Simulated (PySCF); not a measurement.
Carbon: a sound run and one with changed settings

Sound run: C⁺ [He] 2s2 2p1, C²⁺ [He] 2s2. All numbers are calculated (PySCF 2.14, the non-relativistic Hamiltonian (point nucleus), in cc-pVTZ (4s3p2d1f, 30 functions)). In the sound run the correlated levels freeze 1s2. The sound run starts from symmetry-adapted Hartree-Fock orbitals and uses a fine grid where one is needed.

Changed run: basis STO-3G. This setting is unsound on purpose.

```
species   method  sound run (hartree)  changed run (hartree)  converged
     C⁺      UHF            -37.29475              -36.87037        yes
     C⁺     TPSS            -37.44277              -37.01517        yes
     C⁺      LDA            -37.03779              -36.60249        yes
     C⁺      MP2            -37.34544              -36.89090        yes
     C⁺  CCSD(T)            -37.37042              -36.91145        yes
    C²⁺      UHF            -36.40738              -35.97831        yes
    C²⁺     TPSS            -36.52440              -36.08938        yes
    C²⁺      LDA            -36.12832              -35.69002        yes
    C²⁺      MP2            -36.45038              -36.01050        yes
    C²⁺  CCSD(T)            -36.48027              -36.04086        yes
```

Ionisation energy of C⁺:

```json
{"method": "UHF", "sound run (eV)": "24.146", "changed run (eV)": "24.274"}
{"method": "TPSS", "sound run (eV)": "24.990", "changed run (eV)": "25.192"}
{"method": "LDA", "sound run (eV)": "24.748", "changed run (eV)": "24.830"}
{"method": "MP2", "sound run (eV)": "24.356", "changed run (eV)": "23.957"}
{"method": "SCS-MP2", "sound run (eV)": "24.316", "changed run (eV)": "23.893"}
{"method": "CCSD", "sound run (eV)": "24.191", "changed run (eV)": "23.690"}
{"method": "CCSD(T)", "sound run (eV)": "24.222", "changed run (eV)": "23.690"}
```

A minimal basis cannot let orbitals breathe on ionisation and holds almost no correlation.

For comparison, NIST gives 24.383 eV between the lowest levels.
